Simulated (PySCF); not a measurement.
C₃H₉Si, SMILES C[Si](C)C, multiplicity 2. Geometry: r2SCAN-D4/def2-SVP.

Task: Give the equilibrium geometry at r2SCAN-D4/def2-SVP (PySCF confirms it by a frequency run) as a Z-matrix, and its point group. (Estimate from the structure and the level; the computed values follow.)

Result: point group C3v.
```
Si
C 1 1.8892
H 2 1.1017 1 111.61
H 2 1.1017 3 107.77 1 -122.89
H 2 1.1057 3 107.61 4 -115.79
C 1 1.8892 2 110.24 3 58.69
H 6 1.1017 1 111.61 2 -179.37
H 6 1.1017 7 107.77 1 -122.89
H 6 1.1057 7 107.61 8 -115.79
C 1 1.8892 2 110.24 3 -179.37
H 10 1.1017 1 111.61 2 179.37
H 10 1.1017 11 107.77 1 122.89
H 10 1.1057 11 107.61 12 115.79
```
Charge 0, spin multiplicity 2.
